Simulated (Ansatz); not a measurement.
Calculated with Ansatz (gas phase, PBE0-D4/def2-TZVP geometries, no zero-point term in ΔE). CCSD(T)/CBS is the MP2 limit (def2-TZVPP, def2-QZVPP) plus CCSD(T) − MP2 in def2-TZVPP, frozen cores. For Ge outer-core shells are correlated without core-valence functions, which leaves a few kJ/mol of doubt a bond. Scalar relativity is left out up to krypton. Each species was taken in one conformer, which may not be the lowest.

Consider the cleavage of the Si–Si bond: `F[SiH](Cl)[SiH2][SiH3]` + `[NH2][GeH2][OH]` → `[OH][GeH2][NH][SiH3]` + `F[SiH]([SiH3])Cl`.

```tsv
species	SCS-MP2/def2-TZVPP energy (Eh)
`F[SiH](Cl)[SiH2][SiH3]`	-1430.25375
`[NH2][GeH2][OH]`	-2208.39120
`[OH][GeH2][NH][SiH3]`	-2498.65532
`F[SiH]([SiH3])Cl`	-1140.01497
```

Q: Work out ΔE.

A: ΔE = (-2498.65532) + (-1140.01497) − (-1430.25375) − (-2208.39120) = -0.02534 Eh = -15.9 kcal/mol. CCSD(T)/CBS gives -13.1 kcal/mol.

Largest T1 diagnostic among the species: 0.012.

In def2-TZVPP, CCSD(T) changes the Hartree–Fock value by +3.6 kcal/mol (the triples alone add +0.5 kcal/mol) and MP2 by +2.0 kcal/mol. From PBE to PBE0 (25 % exact exchange), in def2-TZVPP and without D4, ΔE moves by −1.4 kcal/mol.
